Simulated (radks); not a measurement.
All-electron atom: Zn+ in [Ar] 3d10 4s1.

All-electron calculation, Dirac Kohn-Sham, BLYP, spin-unpolarised, spherical densities, point nucleus. Program: a radial shooting solver on a logarithmic mesh with Libxc functionals.

Energy parts (eV):
| part | energy |
|---|---|
| total | -48874.197 |
| kinetic | 49784.983 |
| electron-nucleus | -117622.698 |
| Hartree | 20915.491 |
| exchange-correlation | -1951.972 |

Orbitals (lengths in bohr, moments of r in powers of bohr; r(90%) holds 90 % of the orbital's charge):
| orbital | occ. | eigenvalue (eV) | r(90%) | <r> | <r^2> |
|---|---|---|---|---|---|
| 1s1/2 | 2 | -9535.629 | 0.0899 | 0.05030 | 0.003404 |
| 2s1/2 | 2 | -1167.674 | 0.350 | 0.2260 | 0.06032 |
| 2p1/2 | 2 | -1029.714 | 0.321 | 0.1959 | 0.04716 |
| 2p3/2 | 4 | -1005.818 | 0.326 | 0.1993 | 0.04869 |
| 3s1/2 | 2 | -138.6443 | 1.02 | 0.6812 | 0.5367 |
| 3p1/2 | 2 | -94.9987 | 1.09 | 0.7063 | 0.5900 |
| 3p3/2 | 4 | -91.9282 | 1.11 | 0.7172 | 0.6084 |
| 3d3/2 | 4 | -19.9446 | 1.57 | 0.8940 | 1.071 |
| 3d5/2 | 6 | -19.5849 | 1.59 | 0.9017 | 1.090 |
| 4s1/2 | 1 | -14.1257 | 3.62 | 2.399 | 6.633 |

The highest occupied level is 4s1/2 at -14.126 eV. Summed over all electrons, <r^2> = 22.56 bohr^2, which gives a Langevin (diamagnetic) susceptibility term of -17.9 x 10^-6 cm^3/mol.
